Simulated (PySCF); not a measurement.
Be(SH)(SMe) (CH4BeS2), SMILES [S](C)[Be][SH].

Geometry: PBE0-D3(BJ)/def2-SVP. The values are those of a single conformer.

Method: TDA-M06-2X/def2-SVPD in PySCF.

Vertical excitations. Isolated molecule, no solvent.

```json
[
 {"state": "S1", "energy (eV)": "4.93", "λ (nm)": "251", "f": "0.000", "main pairs": "HOMO→LUMO 90 %"},
 {"state": "S2", "energy (eV)": "5.77", "λ (nm)": "215", "f": "0.002", "main pairs": "HOMO−1→LUMO+1 83 %"},
 {"state": "S3", "energy (eV)": "5.93", "λ (nm)": "209", "f": "0.067", "main pairs": "HOMO→LUMO+1 70 %, HOMO−2→LUMO 14 %"},
 {"state": "S4", "energy (eV)": "6.00", "λ (nm)": "207", "f": "0.038", "main pairs": "HOMO→LUMO+2 69 %, HOMO→LUMO+3 19 %"},
 {"state": "S5", "energy (eV)": "6.30", "λ (nm)": "197", "f": "0.068", "main pairs": "HOMO−1→LUMO+2 89 %"},
 {"state": "S6", "energy (eV)": "6.39", "λ (nm)": "194", "f": "0.257", "main pairs": "HOMO−1→LUMO 69 %"},
 {"state": "S7", "energy (eV)": "6.56", "λ (nm)": "189", "f": "0.001", "main pairs": "HOMO−2→LUMO 66 %"},
 {"state": "S8", "energy (eV)": "6.76", "λ (nm)": "184", "f": "0.011", "main pairs": "HOMO−2→LUMO+1 71 %"},
 {"state": "S9", "energy (eV)": "7.03", "λ (nm)": "176", "f": "0.017", "main pairs": "HOMO→LUMO+3 72 %, HOMO→LUMO+2 17 %"},
 {"state": "S10", "energy (eV)": "7.16", "λ (nm)": "173", "f": "0.016", "main pairs": "HOMO−1→LUMO+8 21 %, HOMO−1→LUMO+4 14 %, HOMO−1→LUMO+7 10 %, HOMO−1→LUMO+3 10 %"},
 {"state": "T1", "energy (eV)": "4.69", "λ (nm)": "264", "f": "0", "main pairs": "HOMO→LUMO 87 %"},
 {"state": "T2", "energy (eV)": "5.00", "λ (nm)": "248", "f": "0", "main pairs": "HOMO→LUMO+1 74 %"},
 {"state": "T3", "energy (eV)": "5.45", "λ (nm)": "227", "f": "0", "main pairs": "HOMO−1→LUMO 80 %"},
 {"state": "T4", "energy (eV)": "5.53", "λ (nm)": "224", "f": "0", "main pairs": "HOMO−1→LUMO+1 77 %"}
]
```
Triplets are in the Tamm–Dancoff approximation.
